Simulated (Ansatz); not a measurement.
A set of 12 reactions (hydrolysis), with CCSD(T)/CBS values in kJ/mol:

| reaction | ΔE |
| --- | --- |
| `CCB(O)Br` + H₂O → `CCB(O)O` + HBr | -46.7 |
| `CN[BH][GeH3]` + H₂O → `O[BH][GeH3]` + CH₃NH₂ | 24.8 |
| `CC(C)[NH][InH][F]` + H₂O → `[OH][InH][F]` + `CC(C)N` | -2.9 |
| `[NH2][In]([NH2])[Br]` + H₂O → `[NH2][In]([NH2])[OH]` + HBr | 117.2 |
| `BBCCCl` + H₂O → `OBCCCl` + BH₃ | -145.3 |
| `[CH3][Al]([NH2])[CH]=O` + H₂O → `[NH2][Al]([OH])[CH]=O` + CH₄ | -139.2 |
| `[NH2][GeH2][Si](N)(F)F` + H₂O → `[NH2][GeH2][OH]` + `N[SiH](F)F` | -32.4 |
| `C[O][In]([O][SiH3])[N](C)C` + H₂O → `C[N](C)[In]([OH])[O][SiH3]` + CH₃OH | -2.5 |
| `O[Si](O)(Cl)[SiH2]Cl` + H₂O → `O[Si](O)(O)Cl` + `[SiH3]Cl` | -120.3 |
| `[OH][Ti]([OH])([Cl])[Cl]` + H₂O → `[OH][Ti]([OH])([OH])[Cl]` + HCl | 33.0 |
| `OC[SiH]1BO1` + H₂O → `O[SiH]1BO1` + CH₃OH | -111.6 |
| `C[O][In]([O][SiH3])[N](C)C` + H₂O → `C[O][In]([OH])[O][SiH3]` + `CNC` | -9.8 |

Gas-phase electronic energies from Ansatz, PBE0-D4/def2-TZVP geometries. CBS: MP2 limit from def2 TZ/QZ plus the TZ coupled-cluster correction, frozen cores. This one scheme is used for every species. Functionals use def2-TZVPP. B3LYP here is the variant with VWN-RPA as its local correlation; programs differ in this. Elements past krypton have def2 core potentials. For Br, Ge, In, Ti outer-core shells are correlated without core-valence functions, which leaves a few kJ/mol of doubt a bond. Scalar relativity is left out up to krypton. Each species was taken in one conformer, which may not be the lowest.

Question: Give the mean, mean absolute and largest difference (level minus CCSD(T)/CBS, kJ/mol) for: PBE-D4, r2SCAN-D4, B3LYP-D4, ωB97X-V, B2PLYP, PBE, r2SCAN, PBE0, B3LYP, HF/def2-TZVPP, CCSD/def2-TZVPP, CCSD(T)/def2-TZVPP, HF/def2-QZVPP, CCSD/CBS(def2). (Estimate.)

Answer: Ansatz gave: 
```json
{"level": "PBE-D4", "mean": "3.7", "mean absolute": "8.5", "largest": "22.3"}
{"level": "r2SCAN-D4", "mean": "-3.4", "mean absolute": "4.5", "largest": "-11.4"}
{"level": "B3LYP-D4", "mean": "-3.1", "mean absolute": "4.2", "largest": "-9.5"}
{"level": "ωB97X-V", "mean": "-5.5", "mean absolute": "5.5", "largest": "-10.4"}
{"level": "B2PLYP", "mean": "-8.0", "mean absolute": "8.0", "largest": "-12.5"}
{"level": "PBE", "mean": "-0.2", "mean absolute": "9.4", "largest": "-16.0"}
{"level": "r2SCAN", "mean": "-4.5", "mean absolute": "5.4", "largest": "-13.9"}
{"level": "PBE0", "mean": "-1.1", "mean absolute": "6.4", "largest": "-12.7"}
{"level": "B3LYP", "mean": "-9.3", "mean absolute": "9.3", "largest": "-18.6"}
{"level": "HF/def2-TZVPP", "mean": "-17.7", "mean absolute": "20.5", "largest": "-33.3"}
{"level": "CCSD/def2-TZVPP", "mean": "-5.9", "mean absolute": "5.9", "largest": "-10.0"}
{"level": "CCSD(T)/def2-TZVPP", "mean": "-3.8", "mean absolute": "3.8", "largest": "-6.8"}
{"level": "HF/def2-QZVPP", "mean": "-17.9", "mean absolute": "20.5", "largest": "-34.4"}
{"level": "CCSD/CBS(def2)", "mean": "-2.1", "mean absolute": "2.5", "largest": "-4.4"}
```

The largest T1 diagnostic in the set is 0.024, for `[OH][Ti]([OH])([Cl])[Cl]` (customary mark 0.02).

CCSD(T)/CBS is a level of theory with its own doubt, and the functionals carry their triple-zeta basis error, so these figures describe this set and don't rank the functionals.
